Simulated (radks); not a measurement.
Q: The mean radii <r> (bohr) of the occupied orbitals of an atom or ion are listed with their occupations. Method: Dirac Kohn-Sham, exchange-only B88, spin-unpolarised, spherical densities, point nucleus; computed with a radial shooting solver on a logarithmic mesh with Libxc functionals.

orbital  occ.      <r>
1s1/2       2  0.05618
2s1/2       2   0.2553
2p1/2       2   0.2228
2p3/2       4   0.2259
3s1/2       2   0.7777
3p1/2       2   0.8167
3p3/2       4   0.8269
3d3/2     3.2    1.144
3d5/2     4.8    1.154

Name the element and its charge. Open shells, if any, are shared by 2j + 1.

A: Z = 27, cobalt, charge +1: Co+ in [Ar] 3d8. The 1s radius gives Z: for a bare nucleus <r> = (2 gamma + 1)/(2Z) with gamma = sqrt(1 - (Z/c)^2), 0.05483 bohr for Z = 27, and screening makes it slightly larger (0.05618 here). The occupations add up to 26, and the charge is Z minus that.
